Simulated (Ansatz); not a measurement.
Reaction (hydrogenolysis of the Si–N bond): `BO[SiH2]N` + H₂ → `BO[SiH3]` + NH₃

Computed with Ansatz on PBE0-D4/def2-TZVP structures; ΔE is electronic, products minus reactants. CBS: MP2 limit from def2 TZ/QZ plus the TZ coupled-cluster correction, frozen cores. This one scheme is used for every species. DFT in def2-TZVPP. HSE06 is defined as in plane-wave codes. Each species was taken in one conformer, which may not be the lowest.

Question: Is it downhill or uphill in electronic energy at CCSD(T)/CBS, and by how much? (An estimate is asked.)

Answer: Ansatz gave: Uphill: ΔE = +0.50 eV.

Question: What do these levels give: BLYP-D4, r2SCAN-D4, HSE06-D4, ωB97X-V, PBE, HSE06, HF/def2-TZVPP, SCS-MP2/def2-TZVPP, CCSD/def2-TZVPP, HF/CBS(def2), MP2/CBS(def2), CCSD/CBS(def2)? (An estimate is asked.)

Answer: The calculation gave: BLYP-D4 0.51, r2SCAN-D4 0.53, HSE06-D4 0.47, ωB97X-V 0.48, PBE 0.44, HSE06 0.43, HF/def2-TZVPP 0.35, SCS-MP2/def2-TZVPP 0.49, CCSD/def2-TZVPP 0.44, HF/CBS(def2) 0.36, MP2/CBS(def2) 0.57, CCSD/CBS(def2) 0.47 eV.

Largest T1 diagnostic among the species: 0.013.

Leaving LDA and LC-ωPBE aside and taking each functional with its dispersion term where it has one, the values spread over 0.06 eV, from HSE06-D4 to r2SCAN-D4. LDA lies +0.11 eV from PBE without D4. In def2-TZVPP, CCSD(T) changes the Hartree–Fock value by +0.12 eV (the triples alone add +0.03 eV) and MP2 by +0.19 eV. The D4 term adds +0.07 eV with B3LYP and +0.04 eV with PBE0; it sums over pairs of atoms, weighted by their polarisabilities, and B3LYP, whose exchange is more repulsive, gets the larger term.

B3LYP here is the variant with VWN-RPA as its local correlation; programs differ in this.
